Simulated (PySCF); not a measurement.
**Working out the excitation energy of N²⁺**

N²⁺ [He] 2s2 2p1 (2P) → N²⁺ [He] 2s1 2p1 3d1 (high-spin determinant). All numbers are calculated (PySCF 2.14, no relativity, point nucleus, in aug-cc-pwCVDZ). Frozen: nothing. Energies in hartree (1 hartree = 27.21139 eV):

```tsv
part	N²⁺ (lower)	N²⁺ (upper)
UHF	-52.809711	-51.318899
CCSD correlation	-0.105963	-0.045689
(T)	-0.000855	-0.004852
```

What does Hartree-Fock give?

(-51.318899) − (-52.809711) = 1.490812 hartree = 40.567 eV.

What do CCSD and CCSD(T) give?

The CCSD correlation energies differ by 0.060274 hartree = 1.640 eV and the triples by -0.003997 hartree = -0.109 eV, so CCSD gives 42.207 eV and CCSD(T) 42.098 eV.

One determinant mixes LS terms, so it does not stand for a single term.

A double-zeta basis recovers only part of the correlation energy.

The coupled-cluster amplitudes are large, so a single reference is strained.
